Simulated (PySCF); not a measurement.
Compound: C6H8O2Si.
InChI=1S/C6H8O2Si/c7-5-1-3-6(8-9)4-2-5/h1-4,7H,9H3

Level: wB97X-D/def2-SVPD in PySCF, non-relativistic, on one gas-phase PBE0-D3(BJ)/def2-SVP geometry that isn't relaxed in the solvent. The solvent is an IEF-PCM continuum (Bondi radii, 1.10 Å for H, scaled by 1.2), and excitations are vertical TDDFT with non-equilibrium linear response and a frozen core. The model holds no explicit solvent molecules, cavitation or dispersion.

Gas-phase singlets (H = HOMO, L = LUMO):

```json
{"state": "S1", "E (eV)": "4.803", "λ (nm)": "258", "f": "0.053", "leading configuration": "H→L 89%"}
{"state": "S2", "E (eV)": "5.819", "λ (nm)": "213", "f": "0.132", "leading configuration": "H→L+2 80%"}
{"state": "S3", "E (eV)": "6.124", "λ (nm)": "202", "f": "0.000", "leading configuration": "H→L+4 53%"}
{"state": "S4", "E (eV)": "6.157", "λ (nm)": "201", "f": "0.001", "leading configuration": "H→L+1 62%"}
{"state": "S5", "E (eV)": "6.707", "λ (nm)": "185", "f": "0.001", "leading configuration": "H→L+5 33%"}
```

Question: Give the list for chloroform (ε = 4.711), n² = 2.09.

Answer: 
```csv
state,E (eV),λ (nm),f,leading configuration,change by rank (eV)
S1,4.783,259,0.079,H→L 91%,-0.020
S2,5.776,215,0.188,H→L+1 83%,-0.043
S3,6.169,201,0.001,H→L+2 67%,+0.045
S4,6.392,194,0.000,H→L+4 55%,+0.235
S5,6.702,185,0.878,H-1→L 82%,-0.005
```

Question: Give the list for acetonitrile (ε = 35.69), n² = 1.81.

Answer: 
| state | E (eV) | λ (nm) | f | leading configuration | change by rank (eV) |
| --- | --- | --- | --- | --- | --- |
| S1 | 4.799 | 258 | 0.072 | H→L 90% | -0.004 |
| S2 | 5.790 | 214 | 0.177 | H→L+1 82% | -0.029 |
| S3 | 6.170 | 201 | 0.001 | H→L+2 72% | +0.046 |
| S4 | 6.473 | 192 | 0.000 | H→L+4 51% | +0.316 |
| S5 | 6.740 | 184 | 0.855 | H-1→L 81% | +0.033 |

Question: How do the frontier levels move from gas to acetonitrile?

Answer: 
```csv
orbital,gas (eV),solvent (eV),change (eV)
LUMO+2,1.99,2.02,+0.03
LUMO+1,1.93,1.94,+0.01
LUMO,1.25,1.22,-0.03
HOMO,-7.85,-7.92,-0.07
HOMO-1,-9.30,-9.35,-0.05
HOMO-2,-10.89,-10.91,-0.02
HOMO-3,-11.01,-11.00,+0.01
```

The HOMO–LUMO gap goes from 9.11 to 9.14 eV. Rows go by rank; for LUMO+1 and LUMO+2 the atom shares or the degeneracy differ between the runs, so the row needn't follow one orbital.

Shape of the structure used: `[OH:1][c:2]1[cH:3][cH:4][c:5]([O:6][SiH3:7])[cH:8][cH:9]1`: C4–C5–O6–Si7 -179°, H–O1–C2–C3 0°.
